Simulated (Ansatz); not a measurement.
Molecule: TeF$_{3}$, charge 1, multiplicity 1. It need not be the lowest isomer of its formula. 
Coordinates optimised at B3LYP-D3(BJ)/def2-TZVP (Ansatz, a first-principles code):
```xyz
4

Te    -0.0661     0.1122     0.2964
F     -1.1868    -1.0598    -0.5445
F      0.1075     1.2429    -1.1278
F      1.4612    -0.8315    -0.0404
```
Charge +1, spin multiplicity 1.

Basis-set convergence of Hartree-Fock and CCSD(T) correlation energies (hartree) with Ansatz. Correlated levels leave the core frozen unless marked. Spin-orbit coupling is left out. Frozen are the shells of the preceding noble gas and the d and f shells that filled before the atom's block. Past Kr the def2 sets carry scalar-relativistic core potentials.

| basis | functions | E(HF) | E(corr, CCSD(T)) |
|---|---|---|---|
| def2-SVP | 68 | -564.69380 | -0.69459 |
| def2-TZVPP | 143 | ? | ? |

Some entries are withheld; supply them.


- def2-TZVPP, E(HF): -565.13939
- def2-TZVPP, E(corr, CCSD(T)): -0.92190
